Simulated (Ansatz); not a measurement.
`CC(C)[SiH2]O` → H₂ + `CC(C)[Si]O`  (silylene formation by 1,1-elimination)

Calculated with Ansatz (gas phase, PBE0-D4/def2-TZVP geometries, no zero-point term in ΔE). CCSD(T)/CBS adds triple-zeta CCSD(T) − MP2 to the extrapolated MP2 energy (def2 sets, frozen cores). This one scheme is used for every species. Functionals use def2-TZVPP. Each species was taken in one conformer, which may not be the lowest.

(1) Is it downhill or uphill in electronic energy at CCSD(T)/CBS, and by how much? (An estimate is asked.)

(2) What do these levels give: PBE-D4, r2SCAN-D4, B97M-V, CAM-B3LYP-D4, r2SCAN, MP2/CBS(def2)? (Estimate.)

(3) What do rigid-rotor, harmonic-oscillator terms from PBE0-D4/def2-TZVP frequencies (298.15 K, 1 bar) make of the CCSD(T)/CBS value? (An estimate is asked.)

Largest T1 diagnostic among the species: 0.013.

Results:

(1) The calculation gave: Uphill: ΔE = +201.9 kJ/mol.

(2) The calculation gave: PBE-D4 188.9, r2SCAN-D4 211.6, B97M-V 203.4, CAM-B3LYP-D4 207.1, r2SCAN 210.8, MP2/CBS(def2) 211.3 kJ/mol.

(3) Ansatz gave: ΔZPE = -19.4 kJ/mol, ΔH = +189.2 kJ/mol, ΔS = 122 J/(mol·K), ΔG = +152.9 kJ/mol. Modes under 50 cm⁻¹ make the entropy rough.

The D4 term adds +3.0 kJ/mol with B3LYP and +1.9 kJ/mol with PBE0; it sums over pairs of atoms, weighted by their polarisabilities, and B3LYP, whose exchange is more repulsive, gets the larger term. In def2-TZVPP, CCSD(T) changes the Hartree–Fock value by −23.8 kJ/mol (the triples alone add −4.6 kJ/mol) and MP2 by −14.4 kJ/mol.

B3LYP here is the variant with VWN-RPA as its local correlation; programs differ in this.
